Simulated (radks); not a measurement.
All-electron atom: the gold ion Au27+ in [Kr] 4d10 4f5 5s1 (not the ground configuration).

All-electron calculation, scalar-relativistic Kohn-Sham, r2SCAN, spin-polarised, spherical densities, finite nucleus; open shells are filled with parallel spins first (spin-orbit coupling, left out, can overturn this in heavy ions); meta-GGA in the generalised Kohn-Sham scheme; Fermi nuclear charge, rms radius 5.4371 fm. Program: a radial shooting solver on a logarithmic mesh with Libxc functionals.

Energy parts (hartree):
| part | energy |
|---|---|
| total | -18666.9428 |
| kinetic | 20918.3200 |
| electron-nucleus | -44686.5313 |
| Hartree | 5428.3778 |
| exchange-correlation | -327.1094 |

Orbitals (lengths in bohr, moments of r in powers of bohr; r(max) is where P^2 peaks):
orbital  occ.  eigenvalue (hartree)      <r>   r(max)  <1/r>      <r^2>
1s up       1             -3003.989  0.01687  0.01042  95.71  0.0003934
1s down     1             -3003.977  0.01687  0.01042  95.70  0.0003934
2s up       1             -558.4140  0.07113  0.06016  22.46   0.005997
2s down     1             -558.4035  0.07113  0.06016  22.46   0.005996
2p up       3             -487.2072  0.06426  0.04982  19.97   0.005051
2p down     3             -487.1957  0.06426  0.04982  19.97   0.005050
3s up       1             -157.6322   0.1834   0.1694  8.352    0.03845
3s down     1             -157.3420   0.1832   0.1693  8.364    0.03836
3p up       3             -136.8710   0.1846   0.1688  7.617    0.03949
3p down     3             -136.5758   0.1843   0.1687  7.629    0.03938
3d up       5             -114.6834   0.1673   0.1377  7.155    0.03273
3d down     5             -114.4555   0.1670   0.1376  7.166    0.03260
4s up       1             -58.22090   0.3920   0.3754  3.728     0.1729
4s down     1             -57.78354   0.3928   0.3758  3.715     0.1735
4p up       3             -51.03418   0.4112   0.3920  3.416     0.1913
4p down     3             -50.61540   0.4119   0.3924  3.404     0.1919
4d up       5             -42.52056   0.4208   0.3932  3.139     0.2028
4d down     5             -42.09078   0.4217   0.3938  3.129     0.2035
4f up       5             -33.40017   0.4084   0.3417  2.865     0.1919
4f down     0             -32.90828   0.4095   0.3428  2.859     0.1930
5s up       1             -28.64872   0.7363   0.7330  1.923     0.6035
5s down     0             -28.19781   0.7382   0.7338  1.921     0.6071

The highest occupied level is 5s up at -779.57 eV. The configuration is held as typed, so some empty levels lie below it. The density falls to 0.001 e/bohr^3 at r = 1.44 bohr. Summed over all electrons, <r^2> = 5.773 bohr^2, which gives a Langevin (diamagnetic) susceptibility term of -4.57 x 10^-6 cm^3/mol.
